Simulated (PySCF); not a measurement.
Precursor series Zn CH3-H. Isolated molecules, 0 K electronic values unless said otherwise. One relaxed conformer stands for each flexible species; it need not be the lowest.

Method: PBE-D3(BJ)/def2-TZVP // BP86-D3(BJ)/def2-SVP run with PySCF. 

```csv
species,coordination number,charge on the central atom (meta-Löwdin) (e),mean distance from the central atom to its bonded neighbours (Å),HOMO (eV)
0 of 2 CH3 replaced by H ([Zn(CH3)2]),2,1.01,1.948,-6.03
1 of 2 CH3 replaced by H,2,0.92,1.747,-6.39
2 of 2 CH3 replaced by H ([Zn(H)2]),2,0.83,1.549,-6.85
```
